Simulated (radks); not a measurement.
Cr III, configuration [Ar] 3d4 (the NIST ground configuration). Method: scalar-relativistic Kohn-Sham, LDA (Slater exchange, Perdew-Wang correlation), spin-polarised, spherical densities, point nucleus; open shells are filled with parallel spins first; computed with a radial shooting solver on a logarithmic mesh with Libxc functionals.

Unscreened Slater integrals over Kohn-Sham orbitals (hartree). They are taken over the spin-up orbitals.

integral,value
"F0(3d,3d)",0.76684
"F2(3d,3d)",0.35144
"F4(3d,3d)",0.21795
"F0(3d,3p)",0.84439
"F2(3d,3p)",0.39538
"G1(3d,3p)",0.49222
"G3(3d,3p)",0.29616
"F0(3d,3s)",0.86599
"G2(3d,3s)",0.37193
"F0(3d,2p)",1.0819
"F2(3d,2p)",0.19027
"G1(3d,2p)",0.13537
"G3(3d,2p)",0.076720
"F0(3p,3p)",0.94598
"F2(3p,3p)",0.47242
"F0(3p,3s)",0.97292
"G1(3p,3s)",0.64432
"F0(3p,2p)",1.2898
"F2(3p,2p)",0.25178
"G0(3p,2p)",0.098665
"G2(3p,2p)",0.10273
"F0(3s,3s)",1.0026
"F0(3s,2p)",1.3366
"G1(3s,2p)",0.10916
"F0(2p,2p)",3.5095
"F2(2p,2p)",1.6477

Derived for the open shells (J is the average intra-shell exchange parameter used in DFT+U). 3d: Racah B = F2/49 - 5 F4/441 = 0.004701 hartree, C = 35 F4/441 = 0.01730 hartree, C/B = 3.68, F4/F2 = 0.620, J = (F2 + F4)/14 = 0.04067 hartree.
